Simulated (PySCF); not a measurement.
A species of formula C7H9N has this rotational fingerprint, computed with PBE0-D3(BJ)/def2-SVP geometry optimisation, gas phase (PySCF):

| Property | Result |
| --- | --- |
| Rotational constants | A = 2534, B = 1718, C = 1326 MHz |
| Dipole components | \|μa\| = 0.16 D, \|μb\| = 0.33 D, \|μc\| = 2.01 D |
| Inertial defect | -112.45 u·Å² |
| κ | -0.35 |

Question: Which candidate fits, each taken in the one conformer that was computed?
A. `[H]/[N:1]=[CH:2]\[CH:3]1[CH:4]=[CH:5][CH2:6][CH:7]=[CH:8]1` with N1–C2–C3–C4 -13°
B. `[CH2:1]=[C:2]([CH3:3])[n:4]1[cH:5][cH:6][cH:7][cH:8]1` with C1–C2–N4–C5 -178°
C. `[H]/[N:8]=[C:6](/[C@@H:3]([C:2]#[CH:1])[CH:4]=[CH2:5])[CH3:7]` with C2–C3–C4–C5 5°, C2–C3–C6–C7 -48°
D. p-toluidine (`Cc1ccc(N)cc1`)

Answer: C. It is [H]/N=C(\C)[C@@H](C#C)C=C, an asymmetric top, point group C1. The candidates at the same level (rigid rotor, commonest isotopes):

| SMILES | A (MHz) | B (MHz) | C (MHz) | μa (D) | μb (D) | μc (D) | Δ (u·Å²) | point group | rotor |
| --- | --- | --- | --- | --- | --- | --- | --- | --- | --- |
| [H]/N=C(\C)[C@@H](C#C)C=C | 2534 | 1718 | 1326 | 0.16 | 0.33 | 2.01 | -112.45 | C1 | asymmetric top |
| Cc1ccc(N)cc1 | 5478 | 1453 | 1158 | 1.30 | 0.00 | 0.98 | -3.56 | Cs | asymmetric top |
| C=C(C)n1cccc1 | 4675 | 1672 | 1241 | 1.35 | 0.52 | 0.01 | -3.22 | – | asymmetric top |
| [H]/N=C\C1C=CCC=C1 | 3672 | 1735 | 1418 | 2.41 | 0.04 | 1.04 | -72.43 | C1 | asymmetric top |

`Cc1ccc(N)cc1` has A 116 % too high; `[H]/N=C\C1C=CCC=C1` has A 45 % too high; `C=C(C)n1cccc1` has A 85 % too high. No structure here is proved a minimum.
